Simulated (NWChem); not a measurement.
Molecule: SiH2S2, singlet; SMILES S[Si]S

```xyz
5

Si    -1.0092     0.0125     0.0000
S      0.3724     1.6678     0.0000
H      1.5637     1.0219     0.0000
S      0.4421    -1.5812     0.0000
H     -0.4667    -2.5831     0.0000
```
Atoms are numbered in this order, from 1.

All runs: NWChem. Medium grid unless said otherwise, to which SCAN and Minnesota functionals are sensitive. Low-valent species are run as closed-shell singlets; no triplet was tried in these runs. All runs use the structure optimised with PBE0/def2-SVP. Total energies of different functionals are on different scales.

| level | energy (Ha) | highest occupied level (eV) | orbital gap (eV) | dipole (D) |
|---|---|---|---|---|
| B3LYP/def2-SVP | -1086.8186 | -6.83 | 4.63 | 1.22 |
| PBE/def2-SVP | -1086.2762 | -6.01 | 3.19 | 1.27 |
| LDA (Slater exchange, PW92)/def2-SVP | -1082.8547 | -6.06 | 3.14 | 1.34 |
| TPSS/def2-SVP | -1086.8364 | -6.17 | 3.33 | 1.27 |
| LC-wPBE (HJS exchange hole, range parameter 0.4 per bohr)/def2-SVP | -1086.3672 | -9.68 | 9.53 | 1.37 |
| B3PW91/def2-SVP | -1086.6687 | -6.94 | 4.62 | 1.29 |
| M06-L/def2-SVP | -1086.7709 | -6.26 | 3.47 | 1.33 |
| OLYP/def2-SVP | -1086.7915 | -5.86 | 3.22 | 1.24 |
| r2SCAN/def2-SVP | -1086.6885 | -6.27 | 3.44 | 1.35 |
| M05-2X/def2-SVP | -1086.7555 | -8.10 | 6.88 | 1.32 |
| B97-D/def2-SVP | -1086.7856 | -5.99 | 3.24 | 1.23 |
